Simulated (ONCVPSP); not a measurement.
Before and after: ONCV potential for Al (Z = 13)

- Element: Al
- Generator: ONCVPSP 4.0.1
- Type: optimised norm-conserving Vanderbilt (ONCV)
- Functional: LDA (Perdew-Zunger)
- Relativity: scalar-relativistic
- Frozen core: [Ne]
- Valence charge: 3
- Reference configuration: 3s1 3p2
- Partial waves: 3s: rc 1.75 bohr, ncon 3, nbas 6, qcut 4.2 1/bohr, 1 projector; 3p: rc 1.70 bohr, ncon 4, nbas 7, qcut 5 1/bohr, 2 projectors, debl 3.9 Ha; d scattering state at 0.44 Ha: rc 1.90 bohr, ncon 3, nbas 7, qcut 4.2 1/bohr, 2 projectors, debl 0.7 Ha
- Local potential: polynomial inside 1.10 bohr (lpopt 4, dvloc0 0 Ha)
- Core correction: Teter function, fcfact 3.75, rcfact 1.6

Change: s: qcut 5.4; p: qcut 6.4; d: qcut 5.4.

Cutoffs: the cutoffs (Ha) at which the residual kinetic energy of the hardest occupied pseudo-wave falls to 1 and 0.1 mHa per electron; they do not see the model core or the augmentation charge, which bear on the density cutoff. Errors are all-electron minus pseudo energies relative to the spin-unpolarised reference configuration.

Q: How do hardness, ghosts and transferability respond?

A: The potential gets neither clearly harder nor softer (6.2 Ha and 39 Ha → 13 Ha and 18 Ha); of the 4 tests that both files solve, the error grows in 0 and shrinks in 1 by more than 15 % and 0.3 meV (median size 2.0 → 1.7 meV); the range in which the d phases agree widens (upper end 3.3 → at the end of the scan); neither file shows a bound ghost.

```csv
quantity,base,changed
"cutoff, loose",6.2 Ha,13 Ha
"cutoff, tight",39 Ha,18 Ha
loose cutoff by channel,"s 6.2 Ha, p 3.1 Ha","s 6.4 Ha, p 13 Ha"
bound ghosts,none,none
GHOST(+) flags under 300 eV,s at 29.1 eV,s at 29.7 eV
"error for 3s2 3p1, meV [ΔE -5.16 eV]",-0.4,+0.3
"error for 3s2 3p0, meV [ΔE 0.69 eV]",-1.1,-0.2
"error for 3s1 3p0, meV [ΔE 20.07 eV]",-33,-34
"error for 3s1 3p1, meV [ΔE 6.51 eV]",-2.9,-3.0
s: phases at 1.77 bohr within 0.05 rad from the reference energy up to (Ha; the scan ends near 5),0.5,0.5
p: phases at 1.73 bohr within 0.05 rad from the reference energy up to (Ha; the scan ends near 5),4.9,4.9
d: phases at 1.93 bohr within 0.05 rad from the reference energy up to (Ha; the scan ends near 5),3.3,to the end of the scan
"rms error of d²Exc/dni dnj with the model core, mHa",1.23,1.23
```

Base: The cutoffs count occupied waves only; projector 2 of the p channel, the hardest unoccupied one, needs 70 Ha at the loose tolerance. Changed file: The cutoffs count occupied waves only; projector 2 of the p channel, the hardest unoccupied one, needs 68 Ha at the loose tolerance.
